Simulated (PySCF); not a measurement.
PySCF input:

```python
from pyscf import gto, scf, dft

mol = gto.M(
    atom='''
    B    -0.04295316    0.00280648    0.00419661
    C     1.49369313   -0.09759527   -0.14593697
    O    -0.78704283    0.95631229   -0.64029487
    O    -0.76544671   -0.85487537    0.79197637
    H     2.09127003   -0.84883965    0.36014928
    H     2.07427263    0.57667046   -0.76713157
    H    -0.26477324    1.54780649   -1.18717034
    H    -0.22824608   -1.51559348    1.23533937
    ''',
    basis='def2-tzvpd',
    charge=0,
    spin=1,
    verbose=4,
)

mf = dft.UKS(mol, xc='tpssh').density_fit(auxbasis='def2-universal-jkfit')
mf.grids.level = 3
mf.conv_tol = 1e-9
mf.max_cycle = 100
mf.max_memory = 1500
mf.kernel()
if not mf.converged:
    mf = mf.newton()
    mf.kernel(mf.make_rdm1())
for _ in range(2):
    mo, _, stable, _ = mf.stability(return_status=True)
    if stable:
        break
    mf.kernel(mf.make_rdm1(mo, mf.mo_occ))
mf.analyze()
```

**Question.** What final total energy does it print?

**Answer.** -215.96320 Eh (TPSSh/def2-TZVPD).

It need not be the lowest isomer of its formula.
